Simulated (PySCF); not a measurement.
A structure optimised at PBE0-D3(BJ)/def2-SVP, used in a PySCF frequency run:

```xyz
8

Nb    -0.0381    -0.0244     0.0000
N      0.1931    -1.7461     0.0000
H      0.1960    -2.7612     0.0000
F     -0.9524     0.5305     1.5499
F     -0.9524     0.5305    -1.5499
N      1.7879     0.6636     0.0000
H      2.6504     0.1282     0.0000
H      1.9933     1.6620     0.0000
```

**Question.** Write its SMILES, formula and point group.

**Answer.** [NH]=[Nb]([NH2])([F])[F], F2H3N2Nb, Cs

**Question.** What are its rotational constants (standard atomic weights)?

**Answer.** 3.1465, 3.1428, 2.7656 GHz
